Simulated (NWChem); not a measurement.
Species: GaH$_{2}$I; SMILES [GaH2][I]

Computed with NWChem. Structure relaxed at the PBE0/def2-SVP level. def2 effective core potentials on I; no spin-orbit coupling. Ions are spin-unrestricted doublets at the neutral geometry; other ion states weren't tried.

```
level                                  vertical ionisation energy, ΔSCF (eV)  −ε(HOMO) (eV)  ΔSCF minus −ε(HOMO) (eV)
-------------------------------------  -------------------------------------  -------------  ------------------------
B3LYP/def2-TZVP                                                         9.64           7.23                      2.41
PBE/def2-TZVP                                                     (withheld)     (withheld)                (withheld)
LDA (Slater exchange, VWN5)/def2-TZVP                                   9.63           6.50                      3.13
r2SCAN/def2-TZVP                                                        9.58           6.64                      2.94
BHandHLYP/def2-TZVP                                                     9.63           8.42                      1.21
```

Some entries are withheld; supply them.


- PBE/def2-TZVP, vertical ionisation energy, ΔSCF (eV): 9.44
- PBE/def2-TZVP, −ε(HOMO) (eV): 6.36
- PBE/def2-TZVP, ΔSCF minus −ε(HOMO) (eV): 3.08
